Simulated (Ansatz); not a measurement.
Li3Sn. Total charge 0; doublet. Geometry PBE0-D4/def2-TZVP, that of the charge +1 singlet; atoms count from 1.

| atom | x (Å) | y (Å) | z (Å) |
| --- | --- | --- | --- |
| Li1 | 2.570 | -0.695 | 0.431 |
| Li2 | -1.467 | 1.051 | 2.003 |
| Li3 | -1.102 | -0.356 | -2.435 |
| Sn4 | 0.000 | 0.000 | 0.000 |

In the def2 sets Sn takes a core potential; there is no spin–orbit coupling. The structure comes from a short search, and lower isomers may exist.

Problem. Estimate the Mulliken populations from the PBE0/def2-TZVP orbitals of Ansatz.

Solution. 
```csv
atom,charge (e),spin (α − β)
Li1,0.30,0.00
Li2,0.30,0.00
Li3,0.30,0.00
Sn4,-0.91,1.01
```
Mulliken values and Mayer orders depend strongly on the basis.

Problem. Where does the spin sit?

Solution. Summed by element: Li -0.01, Sn 1.01, of 1 unpaired in all. Largest on single atoms: Sn4 1.01, Li1 0.00, Li3 0.00.

Problem. And the Mayer bond orders between bonded heavy atoms (over 0.3)?

Solution. Li1–Sn4 0.85 (2.70 Å); Li2–Sn4 0.85 (2.70 Å); Li3–Sn4 0.85 (2.70 Å).
